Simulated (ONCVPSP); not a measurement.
## Configuration tests for iridium (Ir) (ONCV)

- Element: Ir (Z = 77)
- Generator: ONCVPSP 4.0.1
- Type: optimised norm-conserving Vanderbilt (ONCV)
- Functional: revPBE
- Relativity: fully relativistic
- Frozen core: [Kr] 4d10 4f14
- Valence charge: 17
- Reference configuration: 5s2 5p6 5d7 6s2
- Partial waves: 5s+6s: rc 1.60 bohr, ncon 4, nbas 9, qcut 9.3 1/bohr, 2 projectors; 5p: rc 1.60 bohr, ncon 5, nbas 8, qcut 8.1 1/bohr, 3 projectors, debl 1.4 Ha; 5d: rc 1.40 bohr, ncon 4, nbas 9, qcut 6.8 1/bohr, 2 projectors, debl 2.3 Ha; f scattering state at 0.38 Ha: rc 1.40 bohr, ncon 4, nbas 8, qcut 8 1/bohr, 2 projectors, debl 3.9 Ha
- Local potential: polynomial inside 0.95 bohr (lpopt 5, dvloc0 4 Ha)
- Core correction: none

Open shells are filled in proportion to 2j + 1.

In the p channel the program set the typed energies aside and used -1.871, 0.250, 1.650 Ha (j = l + 1/2; the other j can differ).

Energies are relative to the spin-unpolarised reference configuration 5s2 5p6 5d7 6s2; without spin polarisation the order of configurations can differ from experiment.

Question: Give the all-electron excitation energy and the error of the potential for: 5s2 5p6 5d7 6s1; 5s2 5p6 5d7 6s0; 5s2 5p6 5d6 6s0; 5s2 5p6 5d6 6s2 6p1.

Answer:

| valence configuration | charge | ΔE all-electron (eV) | error AE − PS (meV) |
| --- | --- | --- | --- |
| 5s2 5p6 5d7 6s1 | +1 | 9.795 | -0.2 |
| 5s2 5p6 5d7 6s0 | +2 | 27.133 | -0.4 |
| 5s2 5p6 5d6 6s0 | +3 | 57.584 | +2.9 |
| 5s2 5p6 5d6 6s2 6p1 | 0 | 7.119 | -2.5 |

Levels in the configuration 5s2 5p6 5d6 6s0:

| level | all-electron (eV) | pseudo (eV) |
| --- | --- | --- |
| 5s j=1/2 | -129.190 | -129.234 |
| 5p j=3/2 | -82.159 | -82.180 |
| 5p j=1/2 | -95.884 | -95.916 |
| 5d j=5/2 | -36.198 | -36.198 |
| 5d j=3/2 | -37.651 | -37.652 |

Note: no bound ghost flagged; GHOST(+) flagged for f7/2 at 18.8 eV, f5/2 at 21.4 eV, s at 79.4 eV, p3/2 at 578.3 eV.
